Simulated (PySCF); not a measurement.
# How methods differ on the ionisation energy of Al⁺

Al⁺ [Ne] 3s2 → Al²⁺ [Ne] 3s1 [3s1/2^1, M_J = 1/2], as a difference of total energies. Computed with PySCF 2.14 in x2c-SVPall-2c (4s4p1d, 21 functions), with the two-component X2C-1e Hamiltonian. Correlated levels: [Ne] frozen. "Screened" scales the spin-orbit matrix elements by Boettger's factors to mimic the two-electron term; Breit and QED terms are absent.

| method | ionisation energy (eV) |
| --- | --- |
| GHF (screened spin-orbit) | 17.507 |
| GMP2 (screened spin-orbit) | 18.202 |

How much does correlation contribute at GMP2 (screened spin-orbit)?

18.202 − (17.507) = 0.695 eV, measured against GHF (screened spin-orbit).

Errors of the correlated levels include the incompleteness of this basis and the frozen core.

MP2 underrates the near-degeneracy of ns² with np² in the lower species.

For comparison: 18.829 eV (measured; NIST Atomic Spectra Database, ionization energies).
